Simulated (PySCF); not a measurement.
Delta-SCF ions had no search for a lower state. 

Z-matrix (Å, degrees):
```
Al
C 1 1.9417
H 2 1.0903 1 112.73
H 2 1.0926 3 107.98 1 -123.39
H 2 1.0935 3 107.48 4 -114.53
C 1 1.9448 2 124.90 3 -170.64
H 6 1.0910 1 112.27 2 -3.23
H 6 1.0923 7 107.77 1 123.02
H 6 1.0928 7 107.57 8 114.62
S 1 2.1911 2 116.37 3 9.62
H 10 1.3403 1 95.20 2 179.24
```
Charge 0, spin multiplicity 1.

**Question.** What vertical ionisation energy (Delta-SCF), HOMO–LUMO gap and LUMO does PySCF with CAM-B3LYP-D3(BJ)/def2-TZVP give?

**Answer.** 
```json
{
  "vertical ionisation energy (Delta-SCF)": "9.78 eV",
  "HOMO–LUMO gap": "9.27 eV",
  "LUMO": "0.50 eV"
}
```
